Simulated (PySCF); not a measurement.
# Two-photon absorption: `c1nc(C(C)=O)sc1`, C5H5NOS

Molfile (atoms numbered from 1):
```
C5H5NOS
     RDKit          3D

 13 13  0  0  0  0  0  0  0  0999 V2000
   -2.2111    0.3647    0.3821 C   0  0  0  0  0  0  0  0  0  0  0  0
   -1.2279   -0.7700    0.4297 C   0  0  0  0  0  0  0  0  0  0  0  0
   -1.5094   -1.9042    0.7428 O   0  0  0  0  0  0  0  0  0  0  0  0
    0.1414   -0.3968    0.0586 C   0  0  0  0  0  0  0  0  0  0  0  0
    0.5369    0.7851   -0.2915 N   0  0  0  0  0  0  0  0  0  0  0  0
    1.8467    0.8155   -0.5738 C   0  0  0  0  0  0  0  0  0  0  0  0
    2.4946   -0.3815   -0.4403 C   0  0  0  0  0  0  0  0  0  0  0  0
    1.4121   -1.6041    0.0642 S   0  0  0  0  0  0  0  0  0  0  0  0
   -3.1982    0.0132    0.6684 H   0  0  0  0  0  0  0  0  0  0  0  0
   -1.8822    1.1547    1.0529 H   0  0  0  0  0  0  0  0  0  0  0  0
   -2.2352    0.7786   -0.6231 H   0  0  0  0  0  0  0  0  0  0  0  0
    2.2976    1.7426   -0.8790 H   0  0  0  0  0  0  0  0  0  0  0  0
    3.5304   -0.5974   -0.6089 H   0  0  0  0  0  0  0  0  0  0  0  0
  1  2  1  0
  2  3  2  0
  2  4  1  0
  4  5  2  0
  5  6  1  0
  6  7  2  0
  7  8  1  0
  8  4  1  0
  1  9  1  0
  1 10  1  0
  1 11  1  0
  6 12  1  0
  7 13  1  0
M  END
```

Method used: TDDFT BHandHLYP/def2-SVPD excited states, vertical, gas phase (PySCF). Geometry: GFN2-xTB.

(1) How strongly do the lowest singlets absorb one photon, and two photons of half the energy?

Results:

(1) δ for parallel linear polarisation; σ at the peak of a Lorentzian of half width 0.1 eV, single beam; Ω is circular over linear.
| state | E (eV) | f | photon λ (nm) | δ (au) | σ (GM) | Ω | main |
| --- | --- | --- | --- | --- | --- | --- | --- |
| S1 | 4.05 | 0.000 | 612 | <0.1 | 0.00 | – | HOMO−1→LUMO 0.84 |
| S2 | 4.86 | 0.189 | 511 | 210 | 1.81 | 0.78 | HOMO→LUMO 0.96 |
| S3 | 5.23 | 0.000 | 474 | 0.24 | 0.00 | 1.50 | HOMO−3→LUMO 0.88 |
| S4 | 5.93 | 0.070 | 418 | 20.7 | 0.27 | 1.49 | HOMO−2→LUMO 0.90 |
| S5 | 6.59 | 0.000 | 376 | 0.89 | 0.01 | 1.50 | HOMO→LUMO+1 0.55, HOMO→LUMO+2 0.17 |

Among these, the strongest one-photon state is S2, the strongest two-photon state S2, with a dipole change of 2.6 D (relaxed, norm of the difference vector).
